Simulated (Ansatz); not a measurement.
Relaxation of C3H10Si (14 atoms, charge 0, multiplicity 1), to a largest force component of 0.02 eV/Å in at most 40 steps.

Level of theory: RKS PBE/6-31G in Ansatz.

```xyz
14
Properties=species:S:1:pos:R:3:forces:R:3
Si 0.000 0.000 0.000 0.05 -0.02 -0.28
H 0.000 0.000 1.460 0.01 -0.02 1.15
C 1.763 0.000 -0.623 0.87 0.03 -0.10
H 2.111 -1.046 -0.751 0.14 0.30 0.01
H 1.812 0.528 -1.598 0.17 -0.17 0.18
H 2.415 0.519 0.111 0.07 -0.13 -0.33
C -0.881 1.526 -0.623 -0.44 0.81 -0.10
H -1.933 1.272 -0.867 0.18 0.28 0.04
H -0.862 2.311 0.162 -0.12 0.01 -0.36
H -0.370 1.903 -1.534 -0.25 0.05 0.17
C -0.881 -1.526 -0.623 -0.45 -0.79 -0.22
H -1.380 -2.038 0.226 0.01 -0.07 -0.36
H -1.641 -1.233 -1.377 0.12 -0.28 0.13
H -0.145 -2.215 -1.088 -0.34 -0.01 0.08
```

Task: Where does it end, and by what steps?

Result: The forces met the threshold. The force dipped under the threshold on the way, but the program's further checks kept it going. Limits of this set-up: no polarisation functions. After 15 steps the energy has fallen by 0.311 eV; H13 moved furthest, 0.91 Å.

```tsv
step	energy less start (eV)	largest force component (eV/Å)	accepted
0	0.0000	1.151	yes
1	-0.1927	0.558	yes
2	-0.2317	0.308	yes
3	-0.2663	0.065	yes
4	-0.2597	0.527	no
5	-0.2792	0.071	yes
6	-0.2872	0.187	yes
7	-0.2945	0.347	yes
8	-0.2936	0.478	no
9	-0.3061	0.053	yes
10	-0.3094	0.028	yes
11	-0.3087	0.136	no
12	-0.3097	0.007	yes
13	-0.3102	0.086	yes
14	-0.3087	0.124	no
15	-0.3106	0.001	yes
```

```xyz
14
Properties=species:S:1:pos:R:3
Si 0.008 -0.050 -0.019
H 0.033 -0.205 1.497
C 1.823 0.046 -0.650
H 2.378 -0.870 -0.385
H 1.847 0.157 -1.748
H 2.347 0.908 -0.205
C -0.941 1.567 -0.450
H -1.977 1.524 -0.073
H -0.446 2.443 0.001
H -0.977 1.716 -1.543
C -0.886 -1.577 -0.772
H -1.918 -1.653 -0.390
H -0.930 -1.499 -1.872
H -0.354 -2.508 -0.513
```

Whether the end is a true minimum wasn't checked by a vibrational analysis.

Run time: 45 s on 1 thread of Arm Neoverse V2 (shared host), peak memory 0.12 GiB.
